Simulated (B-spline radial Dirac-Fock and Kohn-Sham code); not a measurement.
Model: the Dirac equation of a negative muon with reduced mass in the field of a spherical finite nucleus, with the Uehling potential to all orders; nuclear polarisation, deformation, hyperfine structure, self-energy, higher-order vacuum polarisation, relativistic recoil and electron screening are left out. Program: an atomic code on a B-spline grid. The nuclear charge is a Fermi distribution (skin thickness 2.3 fm).

Question: A muonic atom of atomic mass 119.92 u emits these computed lines: 2p3/2 → 1s1/2 3909 keV, 3d5/2 → 2p3/2 1184 keV, 4f7/2 → 3d5/2 418.4 keV, 5g9/2 → 4f7/2 192.8 keV. Which element is it, and what rms charge radius was used?

Answer: Cesium (Z = 55, nuclide ¹²⁰Cs); the high transitions hardly feel the nucleus and fix Z. The 2p → 1s line lies 2819 keV below the value for a point nucleus without QED, which for this nuclear model gives a radius near 4.79 fm (4.7915 fm was used).
